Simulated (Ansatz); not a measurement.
The same hydrogen abstraction along the group O, Se, Te.

Computed with Ansatz on PBE0-D4/def2-TZVP structures; ΔE is electronic, products minus reactants. CBS: MP2 limit from def2 TZ/QZ plus the TZ coupled-cluster correction, frozen cores. This one scheme is used for every species, atoms too. Functionals use def2-TZVPP. No spin–orbit coupling; open shells (•) take unrestricted orbitals. Spin–orbit coupling would lower the free atoms: a little for Cl. def2 core potentials past Kr. Bonds to Se, Te are less sure, by a few kJ/mol each and by 10 to 20 or more in all where they break to atoms, as the def2 sets lack core-valence functions. Scalar relativity is left out up to krypton. Each species was taken in one conformer, which may not be the lowest.

| reaction | CCSD(T)/CBS(def2) (kJ/mol) |
| --- | --- |
| `CCO` + Cl• → `CC[O]`• + HCl | 28 |
| `CC[SeH]` + Cl• → `CC[Se]`• + HCl | ? |
| `CC[TeH]` + Cl• → `CC[Te]`• + HCl | -135 |

Q: Fill in the missing values. (Estimate.)

A: Ansatz gave: `CC[SeH]` + Cl• → `CC[Se]`• + HCl: -95.1 kJ/mol.

Largest T1 diagnostic: 0.018, for `CC[O]`•.
